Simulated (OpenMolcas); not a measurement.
## Computed transition rates of Ag⁷⁺

- Program: OpenMolcas
- Method: MS-CASPT2, IPEA 0.25 Eh, imaginary shift 0.1 Eh (closed shells correlated: 4s 4p)
- Basis: ANO-R3 [8s6p5d3f2g1h]
- Scalar Hamiltonian: X2C, finite nucleus
- Active space: 4 electrons in 5 orbitals (4d)
- State averaging: 2S+1 = 5 even, 5 roots; 2S+1 = 3 even, 45 roots; 2S+1 = 1 even, 50 roots
- Spin-orbit coupling: state interaction with AMFI integrals over the reference wave functions, term energies averaged over their components

Rates come from the transition moments of the reference wave functions (E1 and E2 in the length form). At fixed line strength A goes as λ^-3 for E1 and M1 and as λ^-5 for E2, so a rate at the computed wavelength can be rescaled to the measured one. Measured vacuum wavelengths follow from level energies in Atoms 5, 11 (2017), spectra Ag VII to Ag IX. Branching counts decays inside the model space alone, at computed energies, and the table is only a selection of the M1 lines, drawn from those between levels with measured partners whose computed energy lies within a factor of 1.5 of the measured one.

```csv
Upper,Lower,Type,λ computed (nm),λ measured (nm),A computed (s-1),A rescaled (s-1),Branching %
4d4 3P0(1),4d4 5D1,M1,490.3,500.8,3.49e+01,,100.0
4d4 3P1(1),4d4 5D2,M1,424.4,428.9,2.47e+01,,89.3
4d4 3P1(2),4d4 5D2,M1,162.4,166.2,1.50e+01,,43.1
4d4 3D2 [70 %],4d4 5D3,M1,295.4,302,1.08e+01,,54.9
4d4 1G4(2),4d4 3H5,M1,223.7,230.8,1.01e+01,,27.2
4d4 3P2(1),4d4 5D3,M1,367.1,372.6,9.42e+00,,77.4
4d4 3D3,4d4 5D4,M1,327.3,339.7,7.80e+00,,55.0
4d4 3F2(1),4d4 5D2,M1,394.4,402.6,5.76e+00,,55.2
4d4 1F3,4d4 3D3,M1,649,661.2,5.64e+00,,32.6
4d4 3D1,4d4 5D0,M1,252.2,255.2,5.44e+00,,25.7
4d4 3F2(1),4d4 5D1,M1,368.9,374.4,3.99e+00,,38.3
4d4 1I6,4d4 3H5,M1,734.3,741.1,3.67e+00,,50.6
4d4 1I6,4d4 3H6,M1,851.1,865.1,3.56e+00,,49.0
4d4 3D3,4d4 5D2,M1,288.9,297,3.28e+00,,23.2
4d4 3G4 [60 %],4d4 5D4,M1,382.8,396,3.19e+00,,56.4
4d4 3H4 [70 %],4d4 5D4,M1,597,630.6,2.22e+00,,81.6
4d4 3G5,4d4 3H5,M1,1150,1133,1.81e+00,,39.0
4d4 3G4 [60 %],4d4 5D3,M1,354.6,364.9,1.42e+00,,25.1
4d4 3G5,4d4 3H6,M1,1465,1451,1.11e+00,,24.0
4d4 3H5,4d4 3H4 [70 %],M1,3668,3392,4.38e-01,5.54e-01,84.8
4d4 5D3,4d4 5D2,M1,5062,4808,3.50e-01,4.08e-01,100.0
4d4 5D2,4d4 5D1,M1,5701,5342,2.96e-01,3.60e-01,100.0
4d4 5D4,4d4 5D3,M1,4815,4649,2.37e-01,2.63e-01,100.0
4d4 3H6,4d4 3H5,M1,5351,5168,1.17e-01,1.30e-01,99.6
4d4 5D1,4d4 5D0,M1,8265,7463,9.09e-02,1.23e-01,100.0
```

Spin-changing lines and M1 lines between different terms are not rescaled, since their strength hangs on the term gaps too.

The largest correction is for 4d4 5D1 → 4d4 5D0 (M1): 9.09e-02 × (8265 / 7463)^3 = 1.23e-01 s-1, a factor of 1.36.

These are rates of the free ion; in crystals, glasses and complexes forced electric-dipole and non-radiative decay shorten such lifetimes by orders of magnitude. No measured rate stands beside these. Rescaling mends the energy factor alone: line strengths can still be far off where a level mixes with configurations outside the active space, and weak or spin-changing lines hang on small mixing coefficients that depend on the term gaps too, so rescaling need not improve them.

CASPT2 does not keep the components of a term degenerate, so their means are used; among the terms shown or strongly mixed into the levels shown the widest spread is 1400 cm-1 (4d4 1I). The CASPT2 spread within a term exceeds the gap to the next term for 4d4 3D and 4d4 1I, 4d4 1I and 4d4 1G(1), so the order of their levels is uncertain. Computed and measured levels are paired by configuration, term and J; levels that our copy of the source lacks, or whose pairing is in doubt (as where it misses far off the trend of its configuration), stay unpaired. Levels of configurations outside the active space are missing.

A share in square brackets marks a mixed level and gives the weight of the term that names it. A number in round brackets counts repeated terms of one configuration in the order of the reference energies.
